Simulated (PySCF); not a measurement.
**Polarisability and C₆ of Kr(2+) (krypton, charge +2)**

[Ar] 3d10 4s2 4p4, high-spin 3P determinant. Computed with PySCF 2.14 in aug-cc-pVTZ-PP with ECP10MDF, with scalar relativity through the core potential. Coupled (time-dependent) response in atomic units; α is the mean over directions.

```csv
method,mean α (bohr³),"α xx, yy, zz",C₆ (like pair),S(−4)
UHF,7.428,"7.445, 7.395, 7.445",36.11,10.57
PBE,7.569,"7.506, 7.696, 7.506",36.94,11.09
PBE0,7.487,"7.448, 7.565, 7.448",36.43,10.77
M06-2X,7.502,"7.495, 7.515, 7.495",35.96,11.15
M06-L,7.431,"7.365, 7.563, 7.365",36.80,10.12
```

S(−4) is the Cauchy moment in α(ω) = α(0) + S(−4) ω² + …

Spin-orbit coupling is absent.

α(iu) at PBE:

| u (hartree) | α(iu) (bohr³) |
| --- | --- |
| 0 | 7.569 |
| 0.0500 | 7.542 |
| 0.100 | 7.460 |
| 0.200 | 7.152 |
| 0.300 | 6.696 |
| 0.500 | 5.580 |
| 0.750 | 4.243 |
| 1.00 | 3.205 |
| 1.50 | 1.924 |
| 2.00 | 1.259 |
| 3.00 | 0.6573 |
| 5.00 | 0.2780 |

For an ion, C₆ is the dispersion term alone; charge-induced terms of lower order in 1/R come first.

The components differ because the open shell of this determinant is not spherical; for a pure term their mean is the scalar polarisability.

Energies and moments cover only the electrons outside the core potential.
